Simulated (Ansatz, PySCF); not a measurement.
System: AlI2, charge 0, doublet. AlI2 (SMILES [I][Al][I], doublet).
B3LYP-D3(BJ)/def2-TZVP minimum from Ansatz (a first-principles code):
```
Al
I 1 2.5134
I 1 2.5134 2 119.81
```
Charge 0, spin multiplicity 2.

Atomisation energy term by term, kcal/mol (programs: Ansatz). Radicals and triplets start from unrestricted determinants; spin-orbit coupling is neglected. Correlated methods leave the cores frozen (noble-gas shells, and filled d and f shells in the p block). Past Kr the def2 sets carry scalar-relativistic core potentials. CBS(X,Y): correlation extrapolated as X^-3, Hartree-Fock from the larger set. A bracket is a step between two methods taken in the basis named. For partners of very few electrons the exact lower level stands in for a higher one. Spin-orbit terms, left out, reach several kcal/mol for Br and I, and more for heavier atoms. The spin of AlI2 ([I][Al][I], doublet) was assumed, and the state is the lowest solution found for it.

```json
[
 {"term": "Hartree-Fock", "basis": "def2-QZVPP", "kcal/mol": "101.78"},
 {"term": "CCSD correlation", "basis": "CBS(def2-TZVPP,def2-QZVPP)", "kcal/mol": "30.75"},
 {"term": "(T)", "basis": "CBS(def2-TZVPP,def2-QZVPP)", "kcal/mol": "5.49"},
 {"term": "CCSDT(Q) - CCSD(T)", "basis": "def2-SVP", "kcal/mol": "0.43"},
 {"term": "minus zero-point energy", "basis": "Hessian by PySCF at B3LYP-D3(BJ)/def2-TZVP", "kcal/mol": "-1.01"},
 {"term": "sum: D0", "basis": "", "kcal/mol": "137.4"}
]
```
